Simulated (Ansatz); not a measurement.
This geometry of C4H8Sn (13 atoms, charge 0, multiplicity 1) is a first-order saddle point.

The calculation used RKS r2SCAN-D4/def2-SVP (Ansatz 0.2.0).

```xyz
13
Properties=species:S:1:pos:R:3
C -1.790 0.937 0.736
C -0.344 0.641 0.735
C 0.768 0.359 1.352
C 0.859 0.429 -0.157
Sn 1.067 -1.351 -1.390
H -2.003 1.848 1.318
H -2.175 1.082 -0.283
H -2.356 0.116 1.208
H 1.323 0.163 2.267
H 1.332 1.321 -0.610
H 0.463 -1.109 -2.984
H 0.170 -2.619 -0.649
H 2.707 -1.851 -1.529
```

**Question.** Which two structures does it join? (They come from a converged band through this point; their orientation in space is the band's.)

**Answer.** No bond is made or broken. The dihedral H6–C1–C2–C4 goes from 178 to -60°. The two ends are copies of one structure, up to a mirror image or an exchange of like atoms.

Image 0:

```xyz
13
Properties=species:S:1:pos:R:3
C -1.741 1.109 0.570
C -0.300 0.821 0.581
C 0.852 0.694 1.174
C 0.841 0.372 -0.304
Sn 0.978 -1.670 -1.040
H -2.110 1.394 1.566
H -1.967 1.922 -0.141
H -2.302 0.224 0.223
H 1.467 0.733 2.071
H 1.276 1.111 -1.003
H 0.305 -1.840 -2.615
H 0.113 -2.690 0.043
H 2.609 -2.215 -1.111
```

Image 6:

```xyz
13
Properties=species:S:1:pos:R:3
C -1.786 0.903 0.760
C -0.344 0.623 0.773
C 0.773 0.327 1.372
C 0.852 0.443 -0.134
Sn 1.061 -1.304 -1.413
H -1.987 1.882 0.294
H -2.312 0.151 0.146
H -2.216 0.896 1.772
H 1.335 0.104 2.277
H 1.317 1.351 -0.564
H 0.449 -1.025 -2.998
H 0.175 -2.597 -0.702
H 2.703 -1.790 -1.569
```

**Question.** How far does it lie above each of them?

**Answer.** 1.5 kcal/mol above the first and 1.5 kcal/mol above the second. This is the barrier of this one path; another mechanism may lie lower.

Run time: 3.1 min on 2 threads of Arm Neoverse V1, on a shared host, peak memory 0.19 GiB.
